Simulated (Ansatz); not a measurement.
As(iPr)3 (C9H21As). The state is a singlet with charge 0. Geometry PBE-D4/def2-SVP; atoms count from 1.

```xyz
31

As   -0.3073    0.6521   -0.2826
C     1.1442   -0.2884   -1.3508
C     2.0443    0.7784   -1.9846
C     0.6007   -1.2332   -2.4242
H     1.7289   -0.8849   -0.6162
H     2.4678    1.4820   -1.2422
H     1.4762    1.3825   -2.7232
H     2.8957    0.3081   -2.5235
H     1.4415   -1.6787   -2.9994
H     0.0126   -2.0724   -2.0044
H    -0.0401   -0.6969   -3.1562
C    -1.5275   -0.9395    0.0515
C    -2.5649   -0.9988   -1.0756
C    -2.2231   -0.9022    1.4135
H    -0.8760   -1.8401    0.0100
H    -2.1065   -1.0346   -2.0827
H    -3.2266   -0.1074   -1.0469
H    -3.2116   -1.8972   -0.9703
H    -2.9063   -1.7735    1.5154
H    -1.5140   -0.9432    2.2632
H    -2.8467    0.0098    1.5303
C     0.6245    0.7096    1.5238
C    -0.1536    1.6639    2.4368
C     2.0941    1.1266    1.4452
H     0.5711   -0.3248    1.9293
H    -1.2237    1.3954    2.5296
H    -0.1080    2.7031    2.0479
H     0.2793    1.6722    3.4611
H     2.5295    1.1779    2.4671
H     2.7145    0.4183    0.8623
H     2.2109    2.1359    0.9959
```

Q: Estimate the Mulliken populations of the heavy atoms from the PBE0/def2-TZVP orbitals of Ansatz.

A: 
```
atom  charge (e)
 As1        0.21
  C2       -0.17
  C3       -0.36
  C4       -0.40
 C12       -0.17
 C13       -0.36
 C14       -0.40
 C22       -0.17
 C23       -0.36
 C24       -0.40
```
Mulliken values depend strongly on the basis.

Q: And the Mayer bond orders between heavy atoms (over 0.3)?

A: As1–C2 0.94 (2.03 Å); As1–C12 0.94 (2.03 Å); As1–C22 0.94 (2.03 Å); C2–C3 0.99 (1.53 Å); C2–C4 0.99 (1.53 Å); C12–C13 0.99 (1.53 Å); C12–C14 0.99 (1.53 Å); C22–C23 0.99 (1.53 Å); C22–C24 0.99 (1.53 Å).
